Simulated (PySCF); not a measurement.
# Relaxation of quartet WOCl

Computed with UPBE0 in PySCF with W def2-TZVP with ECP60, O def2-TZVP, Cl def2-TZVP; scalar-relativistic core potentials, no spin–orbit coupling; density-fitted integrals. A (50,194) grid was used.

A hand-made linear start, of C∞v symmetry, held to at least that symmetry:

```xyz
3
charge 0 multiplicity 4, angstrom
W     0.0000    0.0000   -0.2308
O     0.0000    0.0000   -2.0008
Cl    0.0000    0.0000    2.1292
```

(1) What does it relax to?

(2) How much energy is released, and in how many steps?

Answers

(1) It ends at C∞v with W–Cl 2.332 Å, W–O 1.702 Å; Cl–W–O 180.0°. A frequency run shows 2 imaginary modes (one degenerate set), down to 100i cm⁻¹, so it is a higher-order saddle point. Other isomers or separated fragments may lie lower.

(2) 12.4 kJ/mol in 4 steps.

Other spin states or occupations of the open shell can lie lower. No spin–orbit coupling is included, which matters more the heavier the element.
